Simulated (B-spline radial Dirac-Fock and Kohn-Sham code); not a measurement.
Photoionisation of oxygen ions at Ga Kα (9251.7 eV)

Calculated with a B-spline atomic structure program, using the independent-particle Dirac-Slater model, thresholds from Dirac-Fock. Cross sections in kb; a dash marks an empty subshell or a threshold above the photon energy.

```csv
ion,configuration,total,1s,2s,2p1/2,2p3/2
O,[He] 2s2 2p4,0.1895,0.180,0.00977,7.73e-05,0.000151
O²⁺,[He] 2s2 2p2,0.1921,0.180,0.0119,5.61e-05,0.000110
O⁴⁺,[He] 2s2,0.1959,0.181,0.0147,–,–
```
